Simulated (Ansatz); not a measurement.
The same path of C₂H₄OSi (8 atoms, charge 0, multiplicity 1) was run 3 times with different band settings. The coordinate that changes most is the dihedral C2–C3–Si4–H6.

These are results of Ansatz, RKS BHLYP-D4/6-31G*, not measurements.

Relaxed end points:

```xyz
8
Properties=species:S:1:pos:R:3
O 1.446 -1.278 1.955
C 1.190 -0.648 1.021
C 0.865 0.058 -0.029
Si -0.906 0.286 -0.510
H 1.676 0.494 -0.590
H -1.285 1.713 -0.483
H -1.154 -0.224 -1.872
H -1.741 -0.458 0.452
```

```xyz
8
Properties=species:S:1:pos:R:3
O 2.182 -1.680 -0.132
C 1.488 -0.810 0.178
C 0.677 0.161 0.504
Si -0.981 0.327 -0.297
H 1.027 0.851 1.257
H -1.103 1.617 -1.004
H -1.134 -0.776 -1.265
H -2.064 0.253 0.704
```

Common settings: movable images 7; climbing image yes; optimiser quadratic models (default); start path IDPP; iteration limit 60; end points relaxed.

| run | spring | force threshold |
| --- | --- | --- |
| 1 | 5.0 eV/Å² | 0.05 eV/Å |
| 2 | 2.0 to 10.0 eV/Å², energy-weighted | 0.05 eV/Å |
| 3 | 5.0 eV/Å² | 0.5 eV/Å |

Problem. What does each run give, and how far can it be trusted?

Solution. Run 1: converged after 6 iterations, highest image 0.046 eV above the first end. A vibrational analysis at the climbing image gives one clearly imaginary mode, 104i cm⁻¹: a first-order saddle point.
Run 2: converged after 7 iterations, highest image 0.047 eV above the first end. Another band between the same ends (7 images) ends at a top of the same energy, where a vibrational analysis finds 1 clearly imaginary mode.
Run 3: converged after 3 iterations, highest image 0.050 eV above the first end. The threshold of 0.5 eV/Å is loose, so the images may lie well off the minimum-energy path. The order of the stationary point at the top wasn't checked.
